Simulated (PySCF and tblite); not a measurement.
Results of a calculation; reference values are marked as such.
C₇H₈FN, numbered as in [N:1]#[C:2][C@@H:3]1[C@H:4]2[CH2:5][C@H:6]([F:7])[C@@H:8]1[CH2:9]2.

Free energies: PBE0-D3(BJ)/def2-SVP (IEF-PCM, acetonitrile) on GFN2-xTB structures plus GFN2-xTB thermal terms, symmetry and mirror images included. Conformers within 2.5 kcal/mol (GFN2-xTB free energy) were kept, 2 at most. GIAO shieldings: WP04/pcSseg-1 (IEF-PCM, acetonitrile). Shifts are against TMS (¹H), TMS (¹³C) at the same level; of two unlike H on one atom, a is the less shielded. Run with PySCF (density fitting) and tblite.

List the conformer-averaged shifts at 298.15 K.

¹H: 5.41 (H6, 1H), 2.98 (H8, 1H), 2.79 (H4, 1H), 2.45 (H9a, 1H), 2.33 (H3, 1H), 2.32 (H5a, 1H), 1.99 (H5b, 1H), 1.80 (H9b, 1H) ppm. ¹³C: 127.3 (C2), 101.0 (C6), 54.2 (C8), 49.1 (C4), 41.8 (C5), 38.7 (C9), 38.3 (C3) ppm.

Shifts are unscaled: against experiment ¹³C can be off by 15 ppm or more and ¹H by 0.8 ppm.
